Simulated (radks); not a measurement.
Task: Species: Pb2+. Configuration: [Hg]. All-electron calculation, Dirac Kohn-Sham, PBE, spin-unpolarised, spherical densities, point nucleus. Program: a radial shooting solver on a logarithmic mesh with Libxc functionals.

Spin-orbit splittings of the eigenvalues, e(l+1/2) - e(l-1/2), with zeta = 2 splitting/(2l+1) and mean radii in bohr:

| shell | occ. | splitting (eV) | zeta (eV) | <r> j=l-1/2 | <r> j=l+1/2 |
|---|---|---|---|---|---|
| 2p | 6 | 2190 | 1460 | 0.05487 | 0.06380 |
| 3p | 6 | 488.6 | 325.8 | 0.1644 | 0.1807 |
| 3d | 10 | 104.0 | 41.58 | 0.1570 | 0.1619 |
| 4p | 6 | 119.6 | 79.74 | 0.3853 | 0.4198 |
| 4d | 10 | 22.32 | 8.927 | 0.4246 | 0.4356 |
| 4f | 14 | ? | ? | 0.4508 | 0.4571 |
| 5p | 6 | 22.34 | 14.89 | 0.9130 | 1.005 |
| 5d | 10 | 2.613 | 1.045 | 1.267 | 1.312 |

Estimate the 4f splitting.

Result: 5.031 eV (zeta = 1.437 eV).
